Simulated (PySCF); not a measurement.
Finite-field polarisability of Sr (strontium, neutral)

[Kr] 5s2, closed-shell 1S. Computed with PySCF 2.14 in aug-cc-pwCVTZ-X2C (10s9p7d3f, 93 functions), with the spin-free X2C one-electron Hamiltonian (Gaussian nucleus). Frozen: [Ar] 3d10. Energy changes in a uniform field (μhartree):

| axis | F (au) | HF | MP2 | CCSD | CCSD(T) |
| --- | --- | --- | --- | --- | --- |
| x | 0.00093 | -100.661 | -75.171 | -88.537 | -86.805 |
| x | 0.00186 | -403.147 | -300.901 | -354.399 | -347.448 |

Derive α along x at CCSD(T) from the two fields.

With ΔE = −αF²/2 − γF⁴/24, α = −(16 ΔE(F) − ΔE(2F))/(6F²) = 200.7 bohr³.

And the mean polarisability at each level?

HF 232.7, MP2 173.8, CCSD 204.7, CCSD(T) 200.7 bohr³. Reference: 197.2 ± 0.2 bohr³ (recommended; Schwerdtfeger and Nagle, table of static dipole polarizabilities (2023 update)).
